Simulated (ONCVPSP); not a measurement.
**What one change does to a pseudopotential (Be (Z = 4), ONCV)**

beryllium, optimised norm-conserving Vanderbilt (ONCV), made with ONCVPSP 4.0.1 (PBE, non-relativistic). Core none, reference 1s2 2s2. Waves: 1s+2s: rc 0.95 bohr, ncon 4, nbas 7, qcut 13.8 1/bohr, 2 projectors; p scattering state at 0.06 Ha: rc 0.90 bohr, ncon 5, nbas 9, qcut 9.4 1/bohr, local. Local part: the p channel. Core correction: none.

Change: all radii scaled by about 0.89 (s 0.84, p 0.80 bohr).

Cutoffs: the cutoffs (Ha) at which the residual kinetic energy of the hardest occupied pseudo-wave falls to 1 and 0.1 mHa per electron; they do not see the model core or the augmentation charge, which bear on the density cutoff. Errors are all-electron minus pseudo energies relative to the spin-unpolarised reference configuration.

What does the change do?

The potential gets harder (68 Ha and 78 Ha → 75 Ha and 86 Ha); the errors of the 4 common tests hardly move; neither file shows a bound ghost. A smaller radius makes the pseudo-wave follow the all-electron one further in, where it bends more sharply, so more plane waves are needed.

```csv
quantity,base,changed
"cutoff, loose",68 Ha,75 Ha
"cutoff, tight",78 Ha,86 Ha
bound ghosts,none,none
GHOST(+) flags under 300 eV,none,none
"error for 1s2 2s1, meV [ΔE 9.55 eV]",+0.5,+0.5
"error for 1s2 2s0, meV [ΔE 27.49 eV]",+4.3,+4.0
"error for 1s2 2s1.5, meV [ΔE 3.76 eV]",+0.1,+0.1
"error for 1s2 2s0 2p1, meV [ΔE 13.46 eV]",+5.1,+4.4
```
